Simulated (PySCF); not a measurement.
**Adding and removing an electron: ZnSi**

PBE0; Zn def2-SVPD, Si def2-SVPD; no relativity (PySCF 2.14). Neutral (UKS): triplet (π ↑↑), Re = 2.374 Å, ωe = 278 cm⁻¹, De = 1.18 eV, HOMO -5.33 eV, LUMO -2.85 eV.

ZnSi⁺ (UKS): doublet (π ↑), Re = 2.520 Å, ωe = 246 cm⁻¹, De = 2.13 eV to Zn + Si⁺. The energies at the minima are -2068.07700 hartree for ZnSi and -2067.81004 for ZnSi⁺.

(1) Work out the adiabatic ionisation energy, without and with harmonic zero-point energies (1 hartree = 27.2114 eV, 1 eV = 8065.5 cm⁻¹), and the change of the bond length.

ZnSi⁻ (UKS): quartet (σ ↑, π ↑↑), Re = 2.468 Å, ωe = 236 cm⁻¹. The energies at the minima are -2068.07700 hartree for ZnSi and -2068.12106 for ZnSi⁻.

(2) Work out the adiabatic electron affinity, without and with harmonic zero-point energies (1 hartree = 27.2114 eV, 1 eV = 8065.5 cm⁻¹), and the change of the bond length.

For an ion De counts to the pair picked by the measured ionisation energies or electron affinities, which need not be the lowest pair at this level. The highest Kohn–Sham level is positive in this anion. Much of that is self-interaction error, but it also means that the finite basis helps to hold the extra electron. States were picked by a PBE0 search and need not be the measured ground states.

Answers

(1) At PBE0: 0.26696 hartree = 7.264 eV between the minima; the zero-point term (246.0 − 278.0)/2 cm⁻¹ = -0.002 eV makes it 7.262 eV. Re changes by +14.6 pm against the neutral. The electron leaves a π orbital, and the longer bond of the ion fits a bonding orbital, or a change in how ionic the bond is.

(2) At PBE0: 0.04406 hartree = 1.199 eV between the minima; the zero-point term (278.0 − 236.0)/2 cm⁻¹ = +0.003 eV makes it 1.202 eV. Re changes by +9.4 pm against the neutral. The electron enters a σ orbital, and the longer bond of the ion fits an antibonding orbital, or a change in how ionic the bond is.
